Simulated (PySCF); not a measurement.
SbF3, SMILES [F][Sb]([F])[F].

Geometry optimised at PBE-D3(BJ)/def2-SVP. The isomer is the one that the SMILES or the coordinates give; other isomers of the formula were not compared. The def2 effective core potentials stand for the cores of Sb; spin–orbit coupling is left out.

Two levels are set side by side: PBE/def2-TZVPD (PySCF) and M06-2X/def2-TZVPD (PySCF). Same geometry, gas phase. Differences are taken from unrounded values.

| quantity | M06-2X |
|---|---|
| orbital gap (eV) | 10.21 |
| highest occupied level (eV) | -11.40 |
| lowest empty level (eV) | -1.19 |
| dipole moment (D) | 4.15 |
| mean polarisability (bohr³) | 37.3 |

Q: What does PBE give, and how far is it from M06-2X? (The exact figures need the calculation; the answer reports its results.)

A: 
| quantity | PBE | PBE minus M06-2X |
|---|---|---|
| orbital gap (eV) | 5.84 | -4.37 |
| highest occupied level (eV) | -8.61 | 2.79 |
| lowest empty level (eV) | -2.77 | -1.58 |
| dipole moment (D) | 3.83 | -0.31 |
| mean polarisability (bohr³) | 40.5 | 3.2 |

Without exact exchange PBE keeps part of each electron's self-repulsion, which lifts occupied levels and narrows the gap. Loosely held outer electrons make PBE densities more polarisable. Differences between two approximate levels are no errors against the true value.

Rough cost on one machine, each run with all the roots and properties that it gave: M06-2X against PBE about 3 times.
